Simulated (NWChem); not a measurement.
System: GeSiH$_{5}$Cl; SMILES [SiH2](Cl)[GeH3]

Output (shortened):

```
             Northwest Computational Chemistry Package (NWChem) 7.3.0
             --------------------------------------------------------

 CS  symmetry detected

                             Geometry "geometry" -> ""
                             -------------------------

 Output coordinates in angstroms (scale by  1.889725989 to convert to a.u.)

  No.       Tag          Charge          X              Y              Z
 ---- ---------------- ---------- -------------- -------------- --------------
    1 Si                  14.0000     0.92184648     0.73077664     0.00000000
    2 Cl                  17.0000    -0.53995252     2.22807787     0.00000000
    3 Ge                  32.0000    -0.18663295    -1.38597057     0.00000000
    4 H                    1.0000     1.77913896     0.90445562    -1.22266850
    5 H                    1.0000     1.77913896     0.90445562     1.22266850
    6 H                    1.0000     0.84703757    -2.54534607     0.00000000
    7 H                    1.0000    -1.07985946    -1.51035178    -1.26096289
    8 H                    1.0000    -1.07985946    -1.51035178     1.26096289

 Effective nuclear repulsion energy (a.u.)     312.5893564922

      Symmetry information
      --------------------

 Group name             Cs
 Group number              2
 Group order               2
 No. of unique centers     6

  perdew91 is a nonlocal functional; adding pw91lda local functional.

                                 NWChem DFT Module
                                 -----------------

 Summary of "ao basis" -> "ao basis" (spherical)
 ------------------------------------------------------------------------------
       Tag                 Description            Shells   Functions and Types
 ---------------- ------------------------------  ------  ---------------------
 Si                          6-31g*                  8       18   4s3p1d
 Cl                          6-31g*                  8       18   4s3p1d
 Ge                          6-31g*                 12       32   5s4p3d
 H                           6-31g*                  2        2   2s

      Symmetry analysis of basis
      --------------------------

        a'         54
        a"         24

            General Information
            -------------------
          SCF calculation type: DFT
          Wavefunction type:  closed shell.
          No. of atoms     :     8
          No. of electrons :    68
           Alpha electrons :    34
            Beta electrons :    34
          Charge           :     0
          Spin multiplicity:     1
          Use of symmetry is: on ; symmetry adaption is: on
          Maximum number of iterations: 150
          AO basis - number of functions:    78
                     number of shells:    38
          Convergence on energy requested:  1.00D-06
          Convergence on density requested:  1.00D-05
          Convergence on gradient requested:  5.00D-04

              XC Information
              --------------
                 Perdew 1991   Exchange Functional  1.000
                Perdew 1991 Correlation Functional  1.000 non-local
            Perdew 1991 LDA Correlation Functional  1.000 local

             Grid Information
             ----------------
          Grid used for XC integration:  medium
          Radial quadrature: Mura-Knowles
          Angular quadrature: Lebedev.
          Tag              B.-S. Rad. Rad. Pts. Rad. Cut. Ang. Pts.
          ---              ---------- --------- --------- ---------
          Si                  1.10       88          10.0       590
          Cl                  1.00       88          12.0       590
          Ge                  1.25      112          10.0       590
          H                   0.35       45          12.0       434
          Grid pruning is: on
          Number of quadrature shells:   423
          Spatial weights used:  Erf1

      Superposition of Atomic Density Guess
      -------------------------------------

 Sum of atomic energies:       -2825.78048941

      Non-variational initial energy
      ------------------------------

 Total energy =   -2826.563629
 1-e energy   =   -4555.535669
 2-e energy   =    1416.382684
 HOMO         =      -0.304295
 LUMO         =       0.029652

      Symmetry analysis of molecular orbitals - initial
      -------------------------------------------------

  Numbering of irreducible representations:

     1 a'          2 a"

  Orbital symmetries:

     1 a'          2 a'          3 a'          4 a'          5 a"
     6 a'          7 a'          8 a'          9 a'         10 a'
    11 a"         12 a'         13 a'         14 a"         15 a'
    16 a'         17 a"         18 a'         19 a'         20 a"
    21 a'         22 a'         23 a"         24 a'         25 a'
    26 a'         27 a'         28 a'         29 a"         30 a'
    31 a"         32 a'         33 a"         34 a'         35 a'
    36 a'         37 a"         38 a'         39 a'         40 a'
    41 a"         42 a'         43 a'         44 a"

     ---------------------------------------------
      Total Density - Mulliken Population Analysis
     ---------------------------------------------

    Atom       Charge   Shell Charges
 -----------   ------   -------------------------------------------------------
    1 Si  14    13.44   2.00  2.00  5.97  0.97  1.54  0.33  0.50  0.12
    2 Cl  17    17.44   2.00  2.00  5.98  1.38  3.71  0.57  1.79  0.01
    3 Ge  32    32.05   2.00  2.00  6.00  2.00  5.99  1.23  2.06  0.16  0.50  6.87  2.97  0.26
    4 H    1     1.05   0.47  0.59
    5 H    1     1.05   0.47  0.59
    6 H    1     0.99   0.44  0.54
    7 H    1     0.99   0.45  0.54
    8 H    1     0.99   0.45  0.54

[...]
```

Level: PW91/6-31G* (spherical d). The geometry was optimised at PBE-D3(BJ)/def2-SVP.

Reconstruct the input file.

This is not unique; one that fits is the input that was run:
```
start job
memory heap 200 mb stack 900 mb global 1100 mb
geometry units angstroms noautoz
  Si     0.880645     0.719958     0.033510
  Cl    -0.541936     2.163837    -0.486340
  Ge    -0.189396    -1.416325     0.007964
  H      2.007047     0.784238    -0.960048
  H      1.417304     1.052083     1.397946
  H      0.816786    -2.537264     0.387068
  H     -0.751287    -1.704600    -1.407883
  H     -1.360383    -1.428733     1.023785
end
basis spherical
  * library 6-31g*
end
dft
  xc xperdew91 perdew91
  iterations 150
  mulliken
end
task dft energy
```
